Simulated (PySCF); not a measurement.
acetonitrile (C₂H₃N), SMILES CC#N.

The structure is a stationary point at B3LYP-D3(BJ)/def2-TZVP.

These are TDA-ωB97X/def2-SVPD run with PySCF values and carry that method's errors.

Vertical excitations; the highest root listed may be one member of a degenerate set. Isolated molecule, no solvent. State labels are in the subgroup Cs.

```tsv
state	symmetry	energy (eV)	λ (nm)	f	main pairs
S1	A"	7.94	156	0.000	HOMO→LUMO+1 46 %, HOMO−1→LUMO+2 46 %
S2	A"	8.29	150	0.001	HOMO−1→LUMO+2, HOMO→LUMO+1 (degenerate set)
S3	A'	8.29	150	0.001	HOMO−1→LUMO+1, HOMO→LUMO+2 (degenerate set)
S4	A"	9.35	133	0.008	HOMO−1→LUMO (degenerate set)
S5	A'	9.35	133	0.008	HOMO→LUMO (degenerate set)
S6	A"	9.82	126	0.025	HOMO−2→LUMO+1 (degenerate set)
S7	A'	9.82	126	0.025	HOMO−2→LUMO+2 (degenerate set)
S8	A'	10.62	117	0.077	HOMO−2→LUMO 78 %, HOMO−2→LUMO+3 17 %
S9	A"	11.37	109	0.156	HOMO−1→LUMO+3 (degenerate set)
S10	A'	11.37	109	0.156	HOMO→LUMO+3 (degenerate set)
T1	A'	6.55	189	0	HOMO−1→LUMO+1 43 %, HOMO→LUMO+2 43 %
T2	A"	7.23	172	0	HOMO−1→LUMO+2, HOMO→LUMO+1 (degenerate set)
T3	A'	7.23	172	0	HOMO→LUMO+2, HOMO−1→LUMO+1 (degenerate set)
T4	A"	7.93	156	0	HOMO−1→LUMO+2 46 %, HOMO→LUMO+1 46 %
```
Triplets are in the Tamm–Dancoff approximation.
